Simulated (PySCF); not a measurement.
**Correlation energy of Cl⁺ (chlorine, charge +1)**

[Ne] 3s1 3p5, high-spin 3P determinant (an excited configuration). All numbers are calculated (PySCF 2.14, the non-relativistic Hamiltonian (point nucleus), in aug-cc-pV(T+d)Z (6s5p4d2f, 55 functions)). Frozen: [Ne]; 6 electrons correlated.

| level | correlation energy (mhartree) |
| --- | --- |
| CCSD | -238.69 |
| (T) | -19.93 |
| CCSD(T) | -258.62 |

Diagnostics: T1 = 0.018, D1 = 0.0372, largest double amplitude 0.191.

A double-excitation amplitude exceeds 0.15, a sign of near-degeneracy.

Cost of the coupled-cluster step: of the order of 4 core-seconds, for 6 correlated electrons.
